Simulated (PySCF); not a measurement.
ClH3SiZn.

```xyz
6

Zn     0.0000     0.0000    -0.0864
Cl     0.0000     0.0000    -2.2072
Si     0.0000     0.0000     2.2653
H      1.2104     0.6988     2.8004
H      0.0000    -1.3976     2.8004
H     -1.2104     0.6988     2.8004
```

Geometry optimised at PBE0-D3(BJ)/def2-SVP.

Calculation: HF/pcSseg-1 in PySCF. Non-relativistic, no solvent.

Problem. Give the absolute GIAO shielding of each atom: isotropic value and principal components (ppm). (Estimate from the structure and the level; the computed values follow.)

Solution. 
| atom | σ(iso) | σ11 | σ22 | σ33 | span |
|---|---|---|---|---|---|
| Zn1 | 1814.7 | 1462.4 | 1462.4 | 2519.4 | 1057.0 |
| Cl2 | 1047.6 | 994.2 | 994.2 | 1154.3 | 160.1 |
| Si3 | 516.5 | 501.5 | 524.0 | 524.0 | 22.5 |
| H4 | 28.7 | 25.1 | 26.2 | 34.7 | 9.6 |
| H5 | 28.7 | 25.1 | 26.2 | 34.7 | 9.6 |
| H6 | 28.7 | 25.1 | 26.2 | 34.7 | 9.6 |
